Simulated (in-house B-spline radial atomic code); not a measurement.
A fraction x of an electron is removed from 4s in Fe⁺, starting from [Ar] 3d6 4s1 and keeping the highest spin. All numbers are computed (non-relativistic BP86, spin-polarised, spherical fractional occupations; point nucleus) with an all-electron radial atomic-structure program (B-spline basis), not measured.

| x | E(x) - E(0) (eV) | 4s up level (eV) |
| --- | --- | --- |
| 0 | 0.0000 | -13.049 |
| 0.03 | 0.3948 | -13.270 |
| 0.2 | 2.7571 | -14.523 |
| 0.26 | 3.6418 | -14.967 |
| 0.49 | 7.2799 | -16.667 |
| 0.5 | 7.4469 | -16.741 |
| 0.53 | 7.9524 | -16.961 |
| 0.63 | 9.6852 | -17.693 |
| 0.84 | 13.5598 | -19.198 |
| 0.99 | 16.5172 | -20.226 |
| 1 | 16.7198 | - |

The exact functional would give a straight line between the two integer points. Deviations E(x) - E(0) - x[E(1) - E(0)], in eV: -0.107 at x = 0.03, -0.587 at x = 0.2, -0.705 at x = 0.26, -0.913 at x = 0.49, -0.913 at x = 0.5, -0.909 at x = 0.53, -0.848 at x = 0.63, -0.485 at x = 0.84, -0.035 at x = 0.99.

The curve lies below the straight line by up to 0.913 eV (at x = 0.49): convex, the delocalisation error that favours fractional charges.

(1) How well does Slater's transition state (minus the level at half occupation) give the ionisation energy?

Answers

(1) It gives 16.741 eV against 16.720 eV from the two total energies; NIST lists 16.20 eV, ground level to ground level.
